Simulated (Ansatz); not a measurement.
`FB1CS[SiH2]1`, relaxed with RKS PBE-D4/def2-SVP in Ansatz from a rough embedded geometry. The force threshold is 0.03 eV/Å; the program also tests the step.

Total charge 0; spin multiplicity 1.

Start:

```xyz
9

F    -1.506   -0.635   -1.878
B    -0.620   -0.248   -0.722
C    -0.785    0.636    0.633
S     0.749    0.695    1.481
Si    1.195   -0.568   -0.172
H    -1.061    1.712    0.344
H    -1.610    0.249    1.250
H     1.430   -1.929    0.181
H     2.208    0.088   -1.118
```

Question: How much energy does the relaxation release, and in how many steps? (An estimate is asked.)

Answer: The calculation gave: 140.36 kJ/mol, in 33 steps, 2 of them rejected.

Question: Which bonds change most? (Best estimate.)

Answer: Computed: F1–B2 from 1.507 to 1.340 Å; C3–S4 from 1.753 to 1.887 Å; S4–Si5 from 2.127 to 2.230 Å.

Question: Give the relaxed structure. (Estimate.)

Answer: The calculation gave: 
```xyz
9

F    -1.096    0.358   -1.923
B    -0.595   -0.034   -0.743
C    -1.067    0.515    0.651
S     0.697    1.184    0.665
Si    1.217   -0.754   -0.308
H    -1.795    1.351    0.646
H    -1.232   -0.164    1.508
H     1.452   -1.846    0.702
H     2.419   -0.609   -1.198
```
